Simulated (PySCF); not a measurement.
Cl₂GaHO. Atoms are numbered in the order given.

```xyz
5

Ga    -0.2656    -0.0047     0.0000
Cl     0.8308     1.8393     0.0000
Cl     0.7557    -1.8762     0.0000
O     -2.0389    -0.0128     0.0000
H     -2.4271     0.8734     0.0000
```

Geometry: B3LYP-D3(BJ)/def2-SVP. The values are those of a single conformer.

Method: CAM-B3LYP/def2-TZVPD (PySCF).

Symmetry labels are those of the subgroup Cs that the program uses (full group Cs).

Computed valence orbital energies around the gap with their symmetry:
| orbital | symmetry | energy (eV) |
|---|---|---|
| HOMO−7 | A' | -14.18 |
| HOMO−6 | A' | -12.56 |
| HOMO−5 | A' | -11.88 |
| HOMO−4 | A" | -11.84 |
| HOMO−3 | A" | -11.06 |
| HOMO−2 | A' | -11.01 |
| HOMO−1 | A" | -11.00 |
| HOMO | A' | -10.83 |
| LUMO | A' | -1.07 |
| LUMO+1 | A" | -0.15 |
| LUMO+2 | A' | 0.79 |
| LUMO+3 | A' | 1.12 |
